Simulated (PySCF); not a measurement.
**Stationary points of [IO3]-**

Method: PBE/[I def2-SVPD with ECP28, O def2-SVPD], scalar-relativistic core potentials, density fitting, no spin–orbit coupling, PySCF.

Relaxations began from a few typed shapes. The search is not exhaustive: other isomers or separated fragments can lie lower, and high-lying points may rest on an excited occupation.

Q: Which is the lowest minimum found?
A. singlet D3h: I–O 1.953 Å (×3); O–I–O 120.0° (×3)
B. singlet C3v: I–O 1.882 Å (×3); O–I–O 107.6° (×3)
C. singlet C3v: I–O 1.882 Å (×3); O–I–O 107.6° (×3)
D. singlet C2v: I–O 1.897 Å, I–O 1.966 Å (×2); O–I–O 101.9° (×2), O–I–O 156.3°

A: B. The others lie at 0.2 (singlet C3v), 135.2 (singlet C2v, a saddle point), 137.1 (singlet D3h, a saddle point) kJ/mol above it.

Counting electrons, iodine keeps 2 of its valence electrons outside its bonds, so the VSEPR class is AX3E1 and the expected shape is trigonal pyramidal (C3v), as computed.

For the lowest minimum: the lowest empty level of this anion is unbound, so it and the gap depend on the basis.
